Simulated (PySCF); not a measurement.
## Telling isomers of C$_{5}$H$_{11}$FSi apart by NMR

[PySCF 2.14.0 with density-fitted response routines: GFN2-xTB geometry; GIAO PBE0/pcSseg-1 shieldings; isolated molecule; single conformer; non-relativistic Hamiltonian; equivalent nuclei averaged]

Referencing at the same level of theory: ¹H and ¹³C against TMS. Splittings of carbon signals by F and P are missing where no couplings were computed. Where no couplings were computed, multiplicities follow the n + 1 count of equivalent neighbours, and m marks all less simple cases (inequivalent or close neighbours, rings, F or P nearby). Shifts are as computed. Against solution values, carbons near 30 ppm lie about +3 ppm off and those near 130 ppm about +5 ppm. Of 1309 compounds with measured shifts, 239 miss one by over three times the rms of a fit or turn the order of signals round; such compounds aren't used in these exercises.

(1) Tabulate the signals of `C/C(F)=C(/C)C[SiH3]`, `C=C(C)[SiH2][C@@H](C)F` and their relative energies.

(2) What is the quickest way to tell C/C(F)=C(/C)C[SiH3] from C=C(C)[SiH2][C@@H](C)F?

Answers

(1) 
| SMILES | carbon types | δC | δH | E rel. (kcal/mol) |
| --- | --- | --- | --- | --- |
| C/C(F)=C(/C)C[SiH3] | 2×C 1×CH2 2×CH3 | 159.3, 116.3, 18.0, 16.9, 15.1 | 3.82 (t, 3H), 2.10 (m, 3H), 1.83 (s, 3H), 1.42 (q, 2H) | 0.0 |
| C=C(C)[SiH2][C@@H](C)F | 1×C 1×CH 1×CH2 2×CH3 | 150.6, 134.4, 86.0, 28.5, 22.2 | 6.11 (br s, 1H), 5.32 (br s, 1H), 5.21 (m, 1H), 4.55 (m, 1H), 4.14 (m, 1H), 2.02 (s, 3H), 1.61 (m, 3H) | 5.5 |

Energies are electronic energies at PBE0/pcSseg-1 on these geometries, without zero-point or thermal terms, each for the one conformer computed, which needn't be the lowest.

(2) Both give the same number of carbon signals, but DEPT or the intensities differ. The first has an allylic sp3 CH2 bonded to Si at 15.1 ppm, the second a terminal =CH2 carbon at 134.4 ppm. Their most deshielded carbons lie at 159.3 and 150.6 ppm. In the proton spectra the most deshielded non-exchanging signals are 3.82 (t, 3H) and 6.11 (br s, 1H).
